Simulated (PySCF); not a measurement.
Orbital picture of ZnO

PBE0 at R = 1.858 Å; PySCF, spin-free X2C with a Gaussian nucleus, basis sets Zn jorge-DZP-DKH, O jorge-DZP-DKH. State: ³Π (triplet), unpaired electrons σ ↑, π ↑. Only the outer orbitals are listed, counted within each symmetry.

| spin | orbital | occ. | ε (eV) | on Zn (%) | main shells (%) |
| --- | --- | --- | --- | --- | --- |
| α | 4π | 1 | -10.57 | 8 | 92 O p |
| α | 9σ | 1 | -10.17 | 34 | 64 O p, 23 Zn s, 9 Zn d |
| α | 4π | 1 | -8.60 | 7 | 93 O p |
| α | 10σ | 1 | -6.39 | 86 | 68 Zn s, 17 Zn p, 14 O p |
| α | 5π | 0 | -0.65 | 99 | 99 Zn p |
| α | 5π | 0 | -0.47 | 97 | 97 Zn p |
| α | 11σ | 0 | 1.42 | 102 | 91 Zn p, 9 Zn s |
| β | 9σ | 1 | -8.62 | 37 | 60 O p, 31 Zn s |
| β | 4π | 1 | -7.71 | 7 | 93 O p |
| β | 4π | 0 | -3.29 | 19 | 82 O p, 17 Zn p |
| β | 10σ | 0 | -3.08 | 81 | 64 Zn s, 19 O p, 14 Zn p |
| β | 5π | 0 | 0.21 | 97 | 96 Zn p |

Question: Which are the highest filled and the lowest empty level, where do they sit, and how wide is the gap?

Answer: Highest filled α 10σ at -6.39 eV (in %: 68 Zn s, 17 Zn p, 14 O p); lowest empty β 4π at -3.29 eV (in %: 82 O p, 17 Zn p); the gap at PBE0 is 3.10 eV.

```
bond order (Mayer)                              : 0.94
⟨S²⟩                                            : 2.009
charge on Zn (Mulliken, basis-dependent)        : 0.40
charge on Zn (Löwdin, basis-dependent)          : 0.31
dipole moment (positive dipole means Zn(−)O(+)) : -2.37 D
polarisability along the bond                   : 39.3 bohr³
polarisability across the bond                  : 30.5 bohr³
```

Shares are Mulliken populations and can fall outside 0 to 100 %.

The state was picked by a PBE0 search and need not be the measured ground state.
